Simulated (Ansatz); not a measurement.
CH₉BGeSi, SMILES `B[SiH2][CH2][GeH3]` at its PBE0-D4/def2-TZVP geometry, where that method's forces vanish. Total charge 0; spin multiplicity 1.

```xyz
13

B     2.5713   -1.0383    0.0548
Si    0.8841   -0.1303   -0.5530
C    -0.5184   -0.0596    0.6885
Ge   -2.1302    0.8315    0.0247
H     3.5076   -1.0923   -0.6890
H     2.7005   -1.5426    1.1325
H     0.4164   -0.8388   -1.7847
H     1.2372    1.2593   -0.9776
H    -0.1843    0.4650    1.5885
H    -0.7894   -1.0751    0.9919
H    -2.6621    0.0952   -1.2173
H    -1.8036    2.2844   -0.3630
H    -3.2291    0.8415    1.1037
```

What forces (eV/Å) does r2SCAN-D4/def2-TZVPP give on these atoms in Ansatz 0.2.0? (An estimate is asked.)

Computed: 
```
B1   0.008  0.000 -0.013
Si2  0.042 -0.016  0.004
C3   0.008 -0.006  0.006
Ge4 -0.084  0.043 -0.024
H5  -0.027 -0.001  0.028
H6   0.001  0.014 -0.035
H7   0.010  0.014  0.005
H8  -0.003 -0.017 -0.007
H9  -0.013 -0.009  0.000
H10 -0.004  0.013  0.009
H11  0.029  0.035  0.060
H12 -0.013 -0.072  0.018
H13  0.047  0.002 -0.051
```
